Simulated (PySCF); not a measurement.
**Computed spin Hamiltonian**

Species: C₅H₁₁OSi (doublet state).
Geometry (GFN2-xTB, Å), atoms numbered from 1 in this order:
```xyz
18
C5H11OSi angstrom
C     -2.382   -0.337   -0.041
C     -0.997   -0.128   -0.641
C      0.007   -1.200   -0.137
C      1.373   -0.912   -0.625
C      2.090    0.211   -0.018
Si     0.955    1.730   -0.417
O     -0.556    1.159   -0.297
H     -2.330   -0.257    1.042
H     -3.063    0.425   -0.412
H     -2.763   -1.319   -0.309
H     -1.055   -0.193   -1.737
H     -0.015   -1.168    0.956
H     -0.343   -2.176   -0.474
H      1.624   -1.211   -1.630
H      2.140    0.108    1.067
H      3.098    0.320   -0.408
H      1.265    2.170   -1.780
H      0.942    2.786    0.583
```

The hyperfine couplings belong to this conformer and change with its torsions.

As a line formula: `C[C@@H]1C[CH]C[SiH2]O1` [radical].

Theory: UKS B3LYP, pcH-1 on C H O Si, non-relativistic, mean-field spin-orbit, GIAO in PySCF 2.14.0. Isolated species at its GFN2-xTB geometry (one conformer only). The geometry wasn't refined by DFT: couplings that depend on bond lengths, twists or pyramidal angles can differ widely from those at the functional's own minimum. The SCF solution wasn't tested for stability.

```
g1, g2, g3        : 2.00222, 2.00272, 2.00379
g_iso             : 2.00291
Form of g         : rhombic: the two nearest values differ by 32 % of g3 − g1
⟨S²⟩              : 0.7542 (exact 0.7500)
α and β electrons : 32, 31
Basis functions   : 295
```

Isotropic coupling and dipolar principal values T1 to T3, in MHz:

| atom | isotope | a_iso | of which spin–orbit | T1 | T2 | T3 | Mulliken spin population |
| --- | --- | --- | --- | --- | --- | --- | --- |
| C1 | 13C | 4.3 | 0.0 | -1.4 | -1.3 | 2.7 | 0.01 |
| C2 | 13C | 65.0 | 0.0 | -6.9 | -6.4 | 13.3 | 0.05 |
| C3 | 13C | -27.6 | 0.0 | -2.4 | -1.0 | 3.4 | -0.07 |
| C4 | 13C | 125.0 | -0.1 | -72.9 | -72.2 | 145.1 | 0.94 |
| C5 | 13C | -27.6 | 0.0 | -4.9 | -1.4 | 6.3 | -0.05 |
| Si6 | 29Si | -98.6 | 0.1 | -22.4 | 10.6 | 11.8 | 0.07 |
| O7 | 17O | -3.2 | 0.0 | -3.3 | 1.4 | 1.8 | 0.01 |
| H8 | 1H | -0.7 | 0.0 | -1.6 | -0.7 | 2.3 | 0.00 |
| H9 | 1H | 4.3 | 0.0 | -1.4 | -0.6 | 2.0 | 0.00 |
| H10 | 1H | -0.4 | 0.0 | -1.6 | -0.8 | 2.4 | 0.00 |
| H11 | 1H | -4.5 | 0.0 | -4.9 | -1.9 | 6.8 | 0.00 |
| H12 | 1H | 29.4 | 0.0 | -4.6 | -3.9 | 8.5 | 0.02 |
| H13 | 1H | 28.1 | 0.0 | -5.0 | -3.8 | 8.8 | 0.01 |
| H14 | 1H | -52.4 | 0.0 | -34.9 | 0.0 | 34.9 | -0.04 |
| H15 | 1H | 71.9 | 0.0 | -4.5 | -3.8 | 8.3 | 0.03 |
| H16 | 1H | 20.3 | 0.0 | -4.4 | -3.5 | 7.9 | 0.01 |
| H17 | 1H | 1.1 | 0.0 | -2.6 | -1.5 | 4.1 | 0.00 |
| H18 | 1H | 29.3 | 0.0 | -2.1 | -1.2 | 3.3 | 0.02 |

The largest Mulliken spin populations are on C4 (+0.94), C3 (-0.07) and Si6 (+0.07). C4 is the only atom above +0.15. The angles at C4 add up to 354.7°, so it is nearly planar; its axial dipolar tensor and the negative coupling of its proton fit spin in a p orbital normal to that plane.

Axes: g3 points within 12° of the C4–H14 bond.

Under fast tumbling the dipolar parts average out, and these isotropic splittings remain (the largest six): 1 × 1H (H15, I = 1/2, 2 lines) with 2.56 mT, 1 × 1H (H14, I = 1/2, 2 lines) with 1.87 mT, 1 × 1H (H12, I = 1/2, 2 lines) with 1.05 mT, 1 × 1H (H18, I = 1/2, 2 lines) with 1.05 mT, 1 × 1H (H13, I = 1/2, 2 lines) with 1.00 mT and 1 × 1H (H16, I = 1/2, 2 lines) with 0.72 mT.

Means are taken over nuclei equivalent by connectivity, which assumes that they swap fast.

The 13C coupling of C4 (125.0 MHz) shows only in satellite lines or after enrichment, since that isotope makes up about 1.07 % of natural carbon.

The 29Si coupling of Si6 (-98.6 MHz) shows only in satellite lines or after enrichment, since that isotope makes up about 4.7 % of natural silicon.

The spin density at the nucleus, in bohr⁻³, is negative for C5 (-0.0246), C3 (-0.0245) and H14 (-0.0117), for instance. A restricted open-shell determinant has no negative spin density anywhere; here it arises because α and β orbitals differ (spin polarisation).
